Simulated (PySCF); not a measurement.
# Excitation energy of N by level of theory

N [He] 2s2 2p3 (4S) → N [He] 2s1 2p3 3s1 (6S), as a difference of total energies. Computed with PySCF 2.14 in aug-cc-pVTZ with one added diffuse shell each of s, p, d, f type (6s5p4d3f, 62 functions), with no relativity, point nucleus. Correlated levels: valence: 1s2 frozen. The calculations carry no spin-orbit coupling.

```tsv
method	excitation energy (eV)
UHF	13.921
MP2 (valence)	15.731
SCS-MP2 (valence)	16.122
CCSD (valence)	15.979
CCSD(T) (valence)	16.041
```

Problem. How much does correlation contribute at CCSD(T) (valence)?

Solution. 16.041 − (13.921) = 2.120 eV, measured against UHF.

The upper state lies above the first ionisation limit, but in LS coupling its spin forbids autoionisation to the ground ion. A Rydberg-like electron needs more diffuse functions than a valence basis has.

The promoted electron is Rydberg-like, and one or two diffuse shells describe it only roughly, which tends to raise the upper state.
